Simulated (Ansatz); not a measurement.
Program: Ansatz. Geometries: PBE0-D4/def2-TZVP. ΔE: electronic, gas phase. CBS: MP2 limit from def2 TZ/QZ plus the TZ coupled-cluster correction, frozen cores. Double bonds are as drawn, so ΔE can hold a change between cis and trans. DFT in def2-TZVPP. B3LYP here is the variant with VWN-RPA as its local correlation; programs differ in this. HSE06 is defined as in plane-wave codes. For Ga outer-core shells are correlated without core-valence functions, which leaves a few kJ/mol of doubt a bond. Scalar relativity is left out up to krypton. Each species was taken in one conformer, which may not be the lowest.

`N[SiH2][CH2][GaH2]` + `C/C=N/C` → `C[SiH2][CH2][GaH2]` + `C/N=C\N`  (formal exchange of groups at the Si–N bond)

```json
{"level": "LDA (SPW92)", "ΔE (kcal/mol)": "5.4", "difference from CCSD(T)/CBS": "-5.4"}
{"level": "PBE-D4", "ΔE (kcal/mol)": "6.6", "difference from CCSD(T)/CBS": "-4.2"}
{"level": "revPBE-D4", "ΔE (kcal/mol)": "6.4", "difference from CCSD(T)/CBS": "-4.4"}
{"level": "BLYP-D4", "ΔE (kcal/mol)": "8.4", "difference from CCSD(T)/CBS": "-2.4"}
{"level": "r2SCAN-D4", "ΔE (kcal/mol)": "7.6", "difference from CCSD(T)/CBS": "-3.2"}
{"level": "B97M-V", "ΔE (kcal/mol)": "9.4", "difference from CCSD(T)/CBS": "-1.4"}
{"level": "PBE0-D4", "ΔE (kcal/mol)": "7.6", "difference from CCSD(T)/CBS": "-3.2"}
{"level": "B3LYP-D4", "ΔE (kcal/mol)": "9.1", "difference from CCSD(T)/CBS": "-1.7"}
{"level": "r2SCANh-D4", "ΔE (kcal/mol)": "7.9", "difference from CCSD(T)/CBS": "-2.9"}
{"level": "r2SCAN0-D4", "ΔE (kcal/mol)": "8.4", "difference from CCSD(T)/CBS": "-2.4"}
{"level": "HSE06-D4", "ΔE (kcal/mol)": "7.7", "difference from CCSD(T)/CBS": "-3.1"}
{"level": "BHLYP-D4", "ΔE (kcal/mol)": "10.5", "difference from CCSD(T)/CBS": "-0.3"}
{"level": "CAM-B3LYP-D4", "ΔE (kcal/mol)": "9.7", "difference from CCSD(T)/CBS": "-1.1"}
{"level": "ωB97X-V", "ΔE (kcal/mol)": "9.1", "difference from CCSD(T)/CBS": "-1.7"}
{"level": "ωB97M-V", "ΔE (kcal/mol)": "9.6", "difference from CCSD(T)/CBS": "-1.2"}
{"level": "B2PLYP", "ΔE (kcal/mol)": "10.1", "difference from CCSD(T)/CBS": "-0.7"}
{"level": "PBE-QIDH", "ΔE (kcal/mol)": "9.1", "difference from CCSD(T)/CBS": "-1.7"}
{"level": "PBE", "ΔE (kcal/mol)": "6.8", "difference from CCSD(T)/CBS": "-4.0"}
{"level": "r2SCAN", "ΔE (kcal/mol)": "7.7", "difference from CCSD(T)/CBS": "-3.1"}
{"level": "PBE0", "ΔE (kcal/mol)": "7.9", "difference from CCSD(T)/CBS": "-2.9"}
{"level": "B3LYP", "ΔE (kcal/mol)": "9.6", "difference from CCSD(T)/CBS": "-1.2"}
{"level": "r2SCANh", "ΔE (kcal/mol)": "8.0", "difference from CCSD(T)/CBS": "-2.8"}
{"level": "r2SCAN0", "ΔE (kcal/mol)": "8.5", "difference from CCSD(T)/CBS": "-2.3"}
{"level": "CAM-B3LYP", "ΔE (kcal/mol)": "9.9", "difference from CCSD(T)/CBS": "-0.9"}
{"level": "LC-ωPBE", "ΔE (kcal/mol)": "8.5", "difference from CCSD(T)/CBS": "-2.3"}
{"level": "RPA@PBE/def2-TZVPP", "ΔE (kcal/mol)": "10.4", "difference from CCSD(T)/CBS": "-0.4"}
{"level": "MP2/def2-SVP", "ΔE (kcal/mol)": "8.8", "difference from CCSD(T)/CBS": "-2.0"}
{"level": "CCSD/def2-SVP", "ΔE (kcal/mol)": "9.6", "difference from CCSD(T)/CBS": "-1.2"}
{"level": "CCSD(T)/def2-SVP", "ΔE (kcal/mol)": "9.1", "difference from CCSD(T)/CBS": "-1.7"}
{"level": "HF/def2-TZVPP", "ΔE (kcal/mol)": "12.9", "difference from CCSD(T)/CBS": "2.1"}
{"level": "MP2/def2-TZVPP", "ΔE (kcal/mol)": "10.4", "difference from CCSD(T)/CBS": "-0.4"}
{"level": "SCS-MP2/def2-TZVPP", "ΔE (kcal/mol)": "11.3", "difference from CCSD(T)/CBS": "0.5"}
{"level": "CCSD/def2-TZVPP", "ΔE (kcal/mol)": "11.3", "difference from CCSD(T)/CBS": "0.5"}
{"level": "CCSD(T)/def2-TZVPP", "ΔE (kcal/mol)": "10.7", "difference from CCSD(T)/CBS": "-0.1"}
{"level": "HF/def2-QZVPP", "ΔE (kcal/mol)": "13.1", "difference from CCSD(T)/CBS": "2.3"}
{"level": "MP2/def2-QZVPP", "ΔE (kcal/mol)": "10.5", "difference from CCSD(T)/CBS": "-0.3"}
{"level": "SCS-MP2/def2-QZVPP", "ΔE (kcal/mol)": "11.4", "difference from CCSD(T)/CBS": "0.6"}
{"level": "HF/CBS(def2)", "ΔE (kcal/mol)": "13.1", "difference from CCSD(T)/CBS": "2.3"}
{"level": "MP2/CBS(def2)", "ΔE (kcal/mol)": "10.5", "difference from CCSD(T)/CBS": "-0.3"}
{"level": "CCSD/CBS(def2)", "ΔE (kcal/mol)": "11.4", "difference from CCSD(T)/CBS": "0.6"}
{"level": "CCSD(T)/CBS", "ΔE (kcal/mol)": "10.8", "difference from CCSD(T)/CBS": "0"}
```

Largest T1 diagnostic among the species: 0.013.

In def2-TZVPP, CCSD(T) changes the Hartree–Fock value by −2.3 kcal/mol (the triples alone add −0.6 kcal/mol) and MP2 by −2.6 kcal/mol. From r2SCAN to r2SCAN0 (25 % exact exchange), in def2-TZVPP and without D4, ΔE moves by +0.8 kcal/mol. Leaving LDA and LC-ωPBE aside and taking each functional with its dispersion term where it has one, the values spread over 4.1 kcal/mol, from revPBE-D4 to BHLYP-D4. LDA lies −1.5 kcal/mol from PBE without D4.

CCSD(T)/CBS has its own doubt, a few kJ/mol and more with outer-core shells, so smaller differences from it don't rank the levels.
